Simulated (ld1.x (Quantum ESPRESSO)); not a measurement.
**Logarithmic derivatives: beryllium (Be), ultrasoft**

Be, ultrasoft, made with ld1.x (Quantum ESPRESSO) 7.5 (LDA (PZ), scalar-relativistic). Core [He], reference 2s0.5 2p0 (charge +1.5). Waves: 2s (bound): rcut 1.85, rcutus 2.25 bohr; 2s channel at -0.7 Ry: rcut 1.85, rcutus 2.25 bohr; 2p (bound, empty): rcut 3.80, rcutus 4.70 bohr; 2p channel at -0.45 Ry: rcut 3.80, rcutus 4.70 bohr. Local part: all-electron potential smoothed inside 1.95 bohr (lloc = -2). Core correction: Bessel-smoothed model core inside 1.55 bohr. Augmentation charge: PSQ, inside the norm-conserving radii.

The phase is arctan(r·u′/u) with u = r·R(r), unwrapped; energies in Ry, scanned from -3 to 5 Ry. A pole is an energy at which the radial function vanishes at the test radius. The pseudo phase is shifted by a multiple of π to meet the all-electron one at the reference energy, and phase errors are pseudo minus all-electron; the curves can meet again beyond the range given. Levels narrower than the energy grid can be missing from the lists of poles.

| channel | radius (bohr) | reference energy (Ry) | poles, all-electron | poles, pseudo | unbroken range about the reference energy with phases within 0.05 rad | phase error 1 Ry above the reference energy (rad) |
| --- | --- | --- | --- | --- | --- | --- |
| s | 5.12 | -1.32 | -1.30, 0.22, 2.44 | -1.30, 0.22, 2.40 | below 3.4 | -0.000 |
| p | 5.12 | -1.04 | -1.01, 0.28, 2.26 | -1.03, -0.26, 3.78 | -1.0 to -1.0 | -0.613 |

The ghost test of this file was not conclusive. Its overlap operator is not positive definite in a basis up to 400 Ry (lowest eigenvalue p -2.42), so the file is unfit for use: the generalised eigenproblem breaks down once the basis is large enough, and its test numbers describe a broken file.

Phases in the p channel:

| E (Ry) | all-electron | pseudo |
| --- | --- | --- |
| -3.00 | 1.444 | 1.451 |
| -2.76 | 1.437 | 1.446 |
| -2.52 | 1.429 | 1.440 |
| -2.28 | 1.419 | 1.435 |
| -2.04 | 1.406 | 1.429 |
| -1.80 | 1.389 | 1.425 |
| -1.56 | 1.363 | 1.427 |
| -1.32 | 1.317 | 1.454 |
| -1.08 | 0.791 | -1.342 |
| -0.84 | -1.827 | -2.074 |
| -0.60 | -2.013 | -2.089 |
| -0.36 | -2.799 | -3.221 |
| -0.12 | -4.341 | -5.008 |
| 0.12 | -4.630 | -5.270 |
| 0.36 | -4.744 | -5.705 |
| 0.60 | -4.836 | -6.545 |
| 0.84 | -4.974 | -7.183 |
| 1.08 | -5.496 | -7.454 |
| 1.32 | -7.311 | -7.585 |
| 1.56 | -7.660 | -7.660 |
| 1.80 | -7.763 | -7.709 |
| 2.04 | -7.818 | -7.744 |
| 2.28 | -7.857 | -7.769 |
| 2.52 | -7.893 | -7.789 |
| 2.76 | -7.933 | -7.806 |
| 3.00 | -7.990 | -7.820 |
| 3.24 | -8.111 | -7.832 |
| 3.48 | -8.682 | -7.842 |
| 3.72 | -10.517 | -7.852 |
| 3.96 | -10.804 | -7.861 |
| 4.20 | -10.890 | -7.870 |
| 4.44 | -10.933 | -7.878 |
| 4.68 | -10.962 | -7.887 |
| 4.92 | -10.984 | -7.896 |
